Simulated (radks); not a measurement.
Polarisability of the germanium ion Ge+, [Ar] 3d10 4s2 4p1, at imaginary frequency. All-electron calculation, non-relativistic Kohn-Sham, LDA (Slater exchange, Perdew-Wang correlation), spin-unpolarised, spherical densities, point nucleus. Program: a radial shooting solver on a logarithmic mesh with Libxc functionals. Response by self-consistent Sternheimer equations with the Hartree and adiabatic LDA kernel.

w (hartree),alpha1(iw) (bohr^3)
0.00266,18.94
0.0143,18.91
0.0360,18.76
0.0697,18.28
0.118,17.19
0.186,15.21
0.280,12.33
0.413,9.010
0.605,5.960
0.892,3.643
1.35,2.107
2.12,1.162
3.59,0.5884
6.94,0.2411
17.5,0.05749

Static values: alpha1 = 18.94 bohr^3 (2.806 angstrom^3; uncoupled 30.38). C6 = 109.3, triple-dipole C9 = 1483 atomic units. One-pole (London) frequency 4 C6 / (3 alpha1^2) = 0.406 hartree, against 0.422 for minus the highest occupied eigenvalue. The dipole shielding factor is 0.969, as the force sum rule N/Z = 0.969 demands.
